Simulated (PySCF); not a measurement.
Gas-phase reaction: 3 SnHF₃ = 2 SnF₃ + HF + SnH₂F₂. Level: PBE0/def2-TZVP; standard pressure 1 bar.

Energies from PySCF, thermal terms from the rigid-rotor harmonic-oscillator model, ideal gas at 1 bar. Open shells (unrestricted): SnF₃ (multiplicity 2); the rest are closed-shell singlets. Sn: scalar-relativistic def2 core potential, no spin-orbit coupling. SnHF₃, SnF₃, SnH₂F₂: computed as isolated molecules; such fragments, hydroxides, amides, oligomers or adducts are transient or little studied in the gas. The harmonic model lacks anharmonicity and excited electronic states, which grow with temperature; levels with a mode under 35 cm⁻¹ are left out.

| T (K) | 1000/T (1/K) | log10 K |
|---|---|---|
| 1000 | 1.0000 | -2.20 |
| 1200 | 0.8333 | -0.53 |
| 1400 | 0.7143 | 0.64 |
| 1600 | 0.6250 | 1.51 |
| 1800 | 0.5556 | ? |
| 2000 | 0.5000 | 2.70 |

Q: Fit log10 K = a + b·(1000/T) to the five rows, get the mean ΔH° and ΔS°, and predict log10 K at 1800 K.

A: Means: 1000/T = 0.7345, log10 K = 0.424. Sums of products about the means: Sxy = -1.44793, Sxx = 0.147640, so b = Sxy/Sxx = -9.81 and a = 0.424 − (-9.81)×0.7345 = 7.63.
ΔH° = −R ln 10 × 1000 K × b = −19.145 × (-9.81) = 188 kJ; ΔS° = R ln 10 × a = 146 J/K. The run's own values go from 193 kJ and 151 J/K at 1000 K to 178 kJ and 141 J/K at 2000 K.
Prediction at 1800 K: 7.63 + (-9.81)×0.5556 = 2.18. The computed value is 2.18, 0.00 from the line.
For scale, ΔH°(298 K) is 200 kJ at this level, 220 kJ at ωB97M-V/def2-TZVP†, and runs from 163 to 236 kJ over the 17 levels computed († marks an energy on the PBE0/def2-TZVP geometry).
